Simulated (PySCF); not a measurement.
Isomers of C2H4B2. Isolated molecules, 0 K electronic values unless said otherwise. One relaxed conformer stands for each flexible species; it need not be the lowest. Strings in code marks are SMILES.

Quantity: vertical ionisation energy (energy after one electron is removed minus that of the parent at the parent's geometry), in eV.

A: `C=BB=C`
B: `B1=BCC1`
C: `BC#CB`
D: `BC1=CB1`
E: `B=C=BC`

Task: Rank these by vertical ionisation energy (energy after one electron is removed minus that of the parent at the parent's geometry) (lowest first), as TPSSh-D3(BJ)/def2-TZVP // CAM-B3LYP-D3(BJ)/def2-TZVP (PySCF) gives it.

Result: B (7.28 eV), A (8.96 eV), E (9.21 eV), D (10.12 eV), C (10.62 eV)
